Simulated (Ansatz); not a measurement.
Born–Oppenheimer molecular dynamics of BrF$_{2}$H$_{5}$OSi$_{2}$ (11 atoms, charge 0, multiplicity 1). It starts at the highest image of a converged band. Of that band: The profile has 2 maxima (images 1, 4) with wells between them (image 2): this band takes more than one step, which may be the mechanism or a detour left from its start path. A vibrational analysis at the climbing image gives one clearly imaginary mode, 78i cm⁻¹: a first-order saddle point.

All numbers below come from RKS PBE-D4/def2-SVP (Ansatz 0.2.0).

```json
{
 "ensemble": "NVE (velocity Verlet)",
 "time step": "0.5 fs",
 "steps asked": "200",
 "starting velocities drawn for": "100 K",
 "seed": "4823"
}
```

Frames 0.5 fs apart, positions in Å.

Velocities at 75 fs (Å/ps):

```
Si 0.07 0.43 -0.27
O 1.34 1.01 0.94
Si -3.11 -1.96 0.97
H 7.47 9.27 7.51
H -2.17 8.05 14.19
H 14.30 1.95 3.04
F -0.45 0.37 -2.37
F 1.71 0.20 -0.43
H -1.29 5.00 -2.08
Br 0.26 -0.17 -0.06
H 1.13 5.14 0.54
```

```xyz
11
Properties=species:S:1:pos:R:3 time_fs=75 energy_less_start_eV=0.044 T=63
Si 0.168 -0.298 0.025
O -0.154 -0.887 1.863
Si -1.423 -0.415 2.984
H -2.741 -0.711 2.383
H -1.130 -1.255 4.186
H -1.244 1.026 3.355
F 0.985 0.823 -0.838
F -1.084 0.728 0.432
H -0.463 -1.309 -0.854
Br 2.206 -1.488 0.534
H 0.603 -1.500 2.084
11
Properties=species:S:1:pos:R:3 time_fs=75.5 energy_less_start_eV=0.048 T=59
Si 0.168 -0.298 0.024
O -0.153 -0.887 1.863
Si -1.425 -0.416 2.985
H -2.738 -0.706 2.387
H -1.131 -1.251 4.194
H -1.236 1.027 3.357
F 0.985 0.824 -0.839
F -1.084 0.728 0.432
H -0.463 -1.306 -0.855
Br 2.206 -1.488 0.534
H 0.604 -1.497 2.084
11
Properties=species:S:1:pos:R:3 time_fs=76 energy_less_start_eV=0.054 T=54
Si 0.168 -0.298 0.024
O -0.153 -0.886 1.864
Si -1.426 -0.417 2.985
H -2.735 -0.702 2.390
H -1.132 -1.247 4.201
H -1.230 1.027 3.358
F 0.985 0.824 -0.840
F -1.083 0.728 0.432
H -0.464 -1.304 -0.856
Br 2.207 -1.488 0.534
H 0.604 -1.494 2.085
11
Properties=species:S:1:pos:R:3 time_fs=76.5 energy_less_start_eV=0.059 T=49
Si 0.168 -0.298 0.024
O -0.152 -0.886 1.864
Si -1.428 -0.418 2.986
H -2.733 -0.698 2.393
H -1.133 -1.244 4.207
H -1.223 1.028 3.359
F 0.985 0.824 -0.841
F -1.082 0.728 0.431
H -0.466 -1.302 -0.857
Br 2.207 -1.488 0.534
H 0.605 -1.492 2.086
11
Properties=species:S:1:pos:R:3 time_fs=77 energy_less_start_eV=0.065 T=45
Si 0.169 -0.298 0.024
O -0.152 -0.885 1.865
Si -1.429 -0.418 2.986
H -2.733 -0.695 2.395
H -1.135 -1.241 4.214
H -1.216 1.027 3.359
F 0.985 0.824 -0.842
F -1.081 0.728 0.431
H -0.467 -1.300 -0.858
Br 2.207 -1.488 0.534
H 0.606 -1.489 2.087
11
Properties=species:S:1:pos:R:3 time_fs=77.5 energy_less_start_eV=0.069 T=41
Si 0.169 -0.297 0.024
O -0.151 -0.885 1.865
Si -1.431 -0.419 2.987
H -2.733 -0.692 2.396
H -1.137 -1.238 4.220
H -1.210 1.027 3.359
F 0.984 0.825 -0.844
F -1.080 0.729 0.431
H -0.469 -1.299 -0.859
Br 2.207 -1.488 0.534
H 0.607 -1.486 2.088
11
Properties=species:S:1:pos:R:3 time_fs=78 energy_less_start_eV=0.072 T=38
Si 0.169 -0.297 0.024
O -0.151 -0.884 1.866
Si -1.432 -0.420 2.987
H -2.735 -0.689 2.397
H -1.139 -1.235 4.225
H -1.204 1.025 3.359
F 0.984 0.825 -0.845
F -1.080 0.729 0.431
H -0.471 -1.298 -0.859
Br 2.207 -1.488 0.534
H 0.609 -1.484 2.090
11
Properties=species:S:1:pos:R:3 time_fs=78.5 energy_less_start_eV=0.074 T=37
Si 0.169 -0.297 0.024
O -0.150 -0.884 1.866
Si -1.433 -0.421 2.988
H -2.738 -0.687 2.396
H -1.141 -1.233 4.230
H -1.199 1.024 3.358
F 0.984 0.825 -0.846
F -1.079 0.729 0.431
H -0.473 -1.297 -0.860
Br 2.207 -1.488 0.534
H 0.611 -1.482 2.092
11
Properties=species:S:1:pos:R:3 time_fs=79 energy_less_start_eV=0.074 T=37
Si 0.169 -0.297 0.024
O -0.150 -0.883 1.867
Si -1.434 -0.421 2.989
H -2.743 -0.685 2.395
H -1.144 -1.230 4.234
H -1.194 1.021 3.357
F 0.984 0.825 -0.847
F -1.078 0.729 0.431
H -0.475 -1.296 -0.860
Br 2.207 -1.488 0.534
H 0.613 -1.480 2.094
11
Properties=species:S:1:pos:R:3 time_fs=79.5 energy_less_start_eV=0.073 T=37
Si 0.169 -0.297 0.023
O -0.150 -0.883 1.867
Si -1.435 -0.422 2.989
H -2.749 -0.683 2.394
H -1.147 -1.228 4.237
H -1.189 1.019 3.355
F 0.984 0.826 -0.848
F -1.077 0.729 0.431
H -0.478 -1.296 -0.860
Br 2.207 -1.488 0.534
H 0.615 -1.478 2.096
11
Properties=species:S:1:pos:R:3 time_fs=80 energy_less_start_eV=0.072 T=38
Si 0.170 -0.297 0.023
O -0.150 -0.882 1.867
Si -1.435 -0.422 2.990
H -2.755 -0.683 2.392
H -1.150 -1.226 4.240
H -1.185 1.016 3.354
F 0.984 0.826 -0.849
F -1.077 0.730 0.431
H -0.481 -1.296 -0.860
Br 2.207 -1.488 0.534
H 0.617 -1.476 2.099
11
Properties=species:S:1:pos:R:3 time_fs=80.5 energy_less_start_eV=0.072 T=38
Si 0.170 -0.297 0.023
O -0.150 -0.882 1.868
Si -1.436 -0.423 2.991
H -2.762 -0.682 2.389
H -1.153 -1.224 4.242
H -1.181 1.012 3.351
F 0.984 0.826 -0.850
F -1.076 0.730 0.431
H -0.483 -1.296 -0.860
Br 2.208 -1.488 0.534
H 0.620 -1.474 2.102
```

Of the whole run (100 fs, mean temperature of the second half 46 K): The conserved energy stayed within 0.022 meV per atom of its start (net change 0.018 meV per atom), so the integration is sound. A run of 0.1 ps of so small a system gives no equilibrium averages. The orbitals stay closed-shell, which can raise the energy where a bond breaks towards radicals; this wasn't checked here.

Time of the run: 5.4 min on 4 threads of Arm Neoverse V1, with other jobs on the host, peak memory 0.2 GiB.
